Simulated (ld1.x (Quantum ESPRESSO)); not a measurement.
Results of a calculation; reference values are marked as such.
## Potentials for P compared

Generated with ld1.x 7.5 (TM, RRKJ, ultrasoft, PAW), atompaw 4.2 or ONCVPSP 4.0.1. The cutoff is in Ry: for ld1.x and atompaw files where the sum of valence levels is converged to 10 mRy in a Bessel basis, for ONCV files where the hardest occupied wave has 1 mHa per electron of residual kinetic energy. The error is the largest all-electron minus pseudo excitation energy over each file’s own four to seven test configurations (ionisations up to +4, promotions, holes and added fractions of an electron), all of which were solved. The labels leave out finer settings (local radius, basis sizes, second energies), which also bear on the numbers. Spin-polarised tests are not counted. The rows are a selection from randomly drawn settings: files with unsolved tests, undetermined cutoffs or missed reference levels are left out.

```csv
potential,cutoff (Ry),largest error (meV),bound ghosts
"TM, PW91, scalar-relativistic, rc 1.40/2.05/2.10 (spd), local s, core correction no, reference 3s2 3p3",25,+66,none
"TM, LDA (PZ), scalar-relativistic, rc 1.70/1.72 (sp), local s, core correction no, reference 3s1.5 3p3.5",18,+140,none
"ultrasoft, PBE, scalar-relativistic, rc 1.70/1.55/1.50 (spd), local smoothed, core correction yes, reference 3s1.75 3p3.25",10,+71,none
"TM, PW91, non-relativistic, rc 1.10/1.65 (sp), local smoothed, core correction no, reference 3s2 3p0",70,+336,none
```

(1) Fill in the row for P: RRKJ, Wu–Cohen, non-relativistic, rc 1.15/1.40/1.50 (spd), local s, core correction yes, reference 3s2 3p3.

(2) Fill in the row for P: TM, PW91, non-relativistic, rc 1.35/2.05 (sp), local smoothed, core correction yes, reference 3s2 3p3.

Answers

(1) cutoff 55 Ry, largest error +92 meV, bound ghosts: none.

(2) cutoff 35 Ry, largest error +64 meV, bound ghosts: none.
